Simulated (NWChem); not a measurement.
System: C2, singlet; SMILES [C]=[C]

```xyz
2

C      0.0000     0.0000    -0.6231
C      0.0000     0.0000     0.6231
```
Atoms are numbered in this order, from 1.

Level: PBE0-D3(BJ)/def2-TZVP (NWChem), optimised geometry, unscaled harmonic frequencies. Low-valent species are run as closed-shell singlets; no triplet was tried in these runs.

```json
[
 {"frequency (cm⁻¹)": "1902", "IR intensity (km/mol)": "0.0"}
]
```

```yaml
zero_point_energy: 2.7 kcal/mol
thermal correction to the enthalpy at 298.15 K (with zero-point energy): 4.8 kcal/mol
heat capacity Cv: 5.0 cal/(mol K)
entropy at 298.15 K and 1 atm (symmetry number 2): 45.5 cal/(mol K)
dipole_moment: 0.00 D
```

Rigid rotor and harmonic oscillator.
